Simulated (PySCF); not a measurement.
Delta-SCF ions had no search for a lower state. Excitations are Tamm–Dancoff values on a coarser integration grid. The basis has no diffuse functions, so Rydberg states are missing or too high.

## C₂H₅N, SMILES `C=NC` (charge 0, multiplicity 1)

These are ωB97X-D3(BJ)/def2-TZVP // PBE0-D3(BJ)/def2-TZVP (PySCF) values and carry that method's errors.

```
Item                                                                         Result
-------------------------------------------  --------------------------------------
HOMO                                                                       -9.89 eV
dipole moment                                                                1.55 D
HOMO–LUMO gap                                                              11.92 eV
LUMO                                                                        2.03 eV
S1 excitation (TDA)                                                         5.18 eV
S1 oscillator strength                                                        0.002
brightest of the four lowest singlets (TDA)                                 8.67 eV
T1 excitation (TDA)                                                         4.34 eV
S1–T1 gap (TDA)                                                             0.85 eV
vertical ionisation energy (Delta-SCF)                                      9.92 eV
total energy                                                           -134.0494 Ha
cost                                         about 60 core-seconds (a rough figure)
```

Bonded distances (Å): C1–N2 1.257, C1–H4 1.100, C1–H5 1.090, N2–C3 1.439, C3–H6 1.093, C3–H7 1.093, C3–H8 1.100. Angles (°): N2–C1–H4 123.2, N2–C1–H5 119.4, H4–C1–H5 117.4, C1–N2–C3 118.0, N2–C3–H6 109.0, N2–C3–H7 109.0, N2–C3–H8 113.7, H6–C3–H7 106.7, H6–C3–H8 109.1, H7–C3–H8 109.1.
Charge 0, spin multiplicity 1.
